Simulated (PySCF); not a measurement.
**Working out the ionisation energy of Re**

Re [Xe] 4f14 5d5 6s2 (6S) → Re⁺ [Xe] 4f14 5d5 6s1 (7S). Calculation: PySCF 2.14, in aug-cc-pwCVTZ-PP with ECP60MDF; scalar relativity through the core potential. Frozen: nothing. Energies in hartree (1 hartree = 27.21139 eV):

```json
{"part": "UHF", "Re (lower)": "-77.838411", "Re⁺ (upper)": "-77.620712"}
{"part": "MP2 opposite-spin", "Re (lower)": "-0.305716", "Re⁺ (upper)": "-0.251563"}
{"part": "MP2 same-spin", "Re (lower)": "-0.156904", "Re⁺ (upper)": "-0.149646"}
```

What does Hartree-Fock give?

(-77.620712) − (-77.838411) = 0.217699 hartree = 5.924 eV.

What do MP2 and SCS-MP2 (6/5 opposite-spin, 1/3 same-spin) give?

The opposite-spin parts differ by 1.474 eV and the same-spin parts by 0.198 eV. MP2: 5.924 + (1.474) + (0.198) = 7.596 eV. SCS-MP2: 5.924 + 1.2 × (1.474) + (0.198)/3 = 7.759 eV.

Measured between the centres of the two terms (NIST): 7.834 eV, so MP2 (valence and next inner shell) is off by -0.238 eV.

What remains against the reference includes basis incompleteness and correlation beyond second order.
